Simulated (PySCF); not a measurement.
**Calculated NMR parameters of C=CC(=C)C(F)(F)C(F)(F)F**

| Quantity | Value |
| --- | --- |
| Formula | C6H5F5 |
| SMILES | C=CC(=C)C(F)(F)C(F)(F)F |
| InChI | InChI=1S/C6H5F5/c1-3-4(2)5(7,8)6(9,10)11/h3H,1-2H2 |
| Point group of the computed structure | C1 |
| Degrees of unsaturation | 2 |
| Carbon signals | 6 |
| Proton signals | 5 |

Bonds (- single, = double, # triple, : aromatic): C1=C2, C2-C3, C3=C4, C3-C5, C5-F6, C5-F7, C5-C8, C8-F9, C8-F10, C8-F11. C1 carries H12, H13; C2 carries H14; C4 carries H15, H16. H16 is cis to C2; H13 is cis to C3; H15 is trans to C2; H12 is trans to C3.

PySCF 2.14.0 with density-fitted response routines calculation with shielding tensors at PBE0/pcSseg-1 (GIAO) and structure optimised with GFN2-xTB; no solvent model, averaged over atoms made equivalent by symmetry, fast rotation or ring inversion, non-relativistic, a single conformation.

Scale: ¹H (σ = 31.72 ppm), ¹³C (σ = 186.93 ppm) against TMS; ¹⁹F (σ = 170.95 ppm) against CFCl3 (reference shieldings calculated alike).

| carbon | δC, type | δH (multiplicity) | HMBC from (2–3 bonds) | span of the C tensor (ppm) |
| --- | --- | --- | --- | --- |
| C1 | 129.5, CH2 | H12 5.84 (m); H13 6.17 (m) | H14 | 220 |
| C2 | 139.1, CH | 6.60 (m) | H15, H13, H16, H12 | 206 |
| C3 | 145.5, C | – | H14, H15, H13, H16, H12 | 209 |
| C4 | 133.6, CH2 | H15 6.21 (m); H16 5.95 (m) | H14 | 215 |
| C5 | 122.0, C | – | H14, H15, H16 | 36 |
| C8 | 128.9, C | – | – | 14 |

Other nuclei:
```
     atoms  nucleus              environment  δ (ppm)  σ (ppm)
F9/F10/F11      ¹⁹F  fluorine of a CF3 group    -95.8    266.8
     F6/F7      ¹⁹F  fluorine of a CF2 group   -136.2    307.1
```

- Carbon types of the structure: 3 × C, 1 × CH, 2 × CH2, which accounts for all hydrogens.
- δC 145.5: fully substituted alkene carbon; an sp2 carbon of a C=C bond.
- δC 139.1: alkene CH; as expected for a trigonal carbon in a double bond.
- δC 133.6, 129.5: terminal =CH2 carbon; as expected for a trigonal carbon in a double bond.
- δC 128.9: CF3 carbon; 3 electronegative neighbours deshield it.
- δC 122.0: allylic fully substituted sp3 carbon bonded to 2 F; 2 electronegative neighbours deshield it.

Splittings by ¹⁹F in the carbon and heteronuclear signals aren't shown, as no couplings were computed. Shifts are as computed. Against solution values, carbons near 30 ppm lie about +3 ppm off and those near 130 ppm about +5 ppm. Of 1211 compounds with measured shifts, 218 miss one by over three times the rms of a fit or turn the order of signals round; such compounds aren't used in these exercises. Unscaled 19F shifts against computed CFCl3 carry errors that often reach 10 to 50 ppm. No couplings were computed; multiplicities are counted from neighbouring protons, with m where these are inequivalent, close in shift, in a saturated or five-membered ring or joined by F or P, and br s for small geminal =CH2 splittings.
